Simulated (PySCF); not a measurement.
Compound: 2-ethynylpyridine, C7H5N.
SMILES: `C#Cc1ccccn1`

Computed with TDDFT B3LYP/def2-SVPD, vertical, gas phase, core orbitals frozen in the response (PySCF 2.14.0, density-fitted response routines). Geometry: PBE0-D3(BJ)/def2-SVP; no solvent, vibrations or thermal averaging.

| state | E (eV) | λ (nm) | f | symmetry | main configurations (H = HOMO, L = LUMO) |
| --- | --- | --- | --- | --- | --- |
| S1 | 4.51 | 275.2 | 0.0014 | – | H-1→L (99%) |
| S2 | 4.93 | 251.2 | 0.180 | A′ | H→L (63%), H→L+1 (23%) |
| S3 | 4.96 | 250.0 | 0.0017 | – | H-1→L+1 (99%) |
| S4 | 5.10 | 243.3 | 0.0000 | – | H-2→L (96%) |
| S5 | 5.28 | 235.0 | 0.177 | A′ | H→L+1 (55%), H→L (28%), H-3→L (13%) |
| S6 | 6.00 | 206.7 | 0.0003 | – | H-2→L+1 (98%) |
| S7 | 6.22 | 199.2 | 0.075 | A′ | H-3→L (52%), H→L+1 (16%), H-4→L+1 (14%) |
| S8 | 6.32 | 196.1 | 0.0003 | – | H→L+3 (73%), H→L+2 (20%) |
| S9 | 6.57 | 188.6 | 0.019 | A′ | H-4→L (50%), H-3→L+1 (26%), H-3→L (10%) |
| S10 | 6.66 | 186.1 | 0.0074 | A″ | H→L+2 (78%), H→L+3 (20%) |

Triplets, Tamm–Dancoff:

```tsv
state	E (eV)	λ (nm)	main configurations (H = HOMO, L = LUMO)
T1	3.56	348.7	H→L (87%)
T2	3.95	313.5	H-1→L (80%), H-1→L+1 (18%)
T3	4.30	288.1	H→L+1 (80%), H-3→L+1 (10%)
T4	4.74	261.6	H-1→L+1 (79%), H-1→L (18%)
```

The lowest singlet lies at 4.51 eV (275 nm, ultraviolet) and is very weak; its leading configuration is HOMO-1→LUMO (99%). The largest oscillator strength of a single state is 0.180. Löwdin shares by element: HOMO carbon 67% or more (atoms not listed hold the other 33%); LUMO carbon 46% or more, nitrogen 15% (atoms not listed hold the other 39%). The listed states span 2.16 eV, and the widest gap between neighbours is 0.72 eV (S5 to S6). The oscillator strengths of these states sum to 0.462; summed over the whole spectrum of an exact calculation they would give the number of electrons, 54 (Thomas–Reiche–Kuhn). Of the 10 states listed, 4 reach f = 0.01 and 3 stay under 0.0005. All these states lie below the vertical ionisation energy of 9.01 eV (ΔSCF). Symmetry labels in Cs follow from the direction of the transition dipole and are given only for states with f of 0.002 or more. Singlets were solved by full linear response, triplets in the Tamm–Dancoff approximation.

The run took 3.1 min of wall time on one thread, Arm Neoverse V1, shared host.
